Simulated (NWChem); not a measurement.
SiH₂O₂, singlet; SMILES O[Si]O

```xyz
5

Si     0.6261     0.0205     0.0000
O     -0.4115     1.3174     0.0000
H     -1.3550     1.1039     0.0000
O     -0.5185    -1.2095     0.0000
H     -0.1674    -2.1067     0.0000
```
Atoms are numbered in this order, from 1.

Low-valent species are run as closed-shell singlets; no triplet was tried in these runs. Structure relaxed at the PBE0/def2-SVP level.

**Question.** Give the principal values of the shielding tensors (ppm) of Si1, O2, O4 from PBE0/pcSseg-2, GIAO (NWChem), with their diamagnetic and paramagnetic parts as GIAO splits them.

**Answer.** 
| atom | σ11 | σ22 | σ33 | isotropic | diamagnetic | paramagnetic |
|---|---|---|---|---|---|---|
| Si1 | 33.6 | 296.0 | 430.2 | 253.2 | 874.7 | -621.4 |
| O2 | -41.3 | 199.6 | 298.9 | 152.4 | 389.4 | -237.0 |
| O4 | -126.6 | 179.6 | 286.4 | 113.1 | 390.7 | -277.6 |
